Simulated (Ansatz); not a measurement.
`N=[C]1C[O][AlH]1`, one more setting.

```yaml
crystal:
  periodic: [false, false, false]
  atoms:
    - {symbol: N, position_ang: [0.489539, 0.980622, -1.706232]}
    - {symbol: C, position_ang: [0.098772, 0.441168, -0.564746]}
    - {symbol: C, position_ang: [0.595876, -0.990241, -0.028703]}
    - {symbol: O, position_ang: [-0.121818, -1.147300, 1.284294]}
    - {symbol: Al, position_ang: [-0.993972, 0.434923, 1.216150]}
    - {symbol: H, position_ang: [0.036508, 1.936756, -1.867914]}
    - {symbol: H, position_ang: [0.305675, -1.831546, -0.757971]}
    - {symbol: H, position_ang: [1.736330, -1.004931, 0.122939]}
    - {symbol: H, position_ang: [-2.054092, 1.132041, 2.284335]}
basis:
  gaussian: {orbitals: def2-TZVPP}
total_charge: 1
magnetization: {spin_polarized: true, initial_magnetization: 1}
hamiltonian: {xc: {name: HF}}
correlation: {active_space: {window: {electrons: 6, orbitals: 2}}}
accuracy: high
output: {forces: true}
```

```sh
$ ansatz run in.yaml --threads 2 --pin off --events-out ev --progress --plain --max-ram 4352MiB
```

Output, abridged:

```
Error: invalid value for `correlation.active_space`: it starts from restricted Hartree–Fock orbitals; set hamiltonian.xc: hf without magnetization.spin_polarized
```
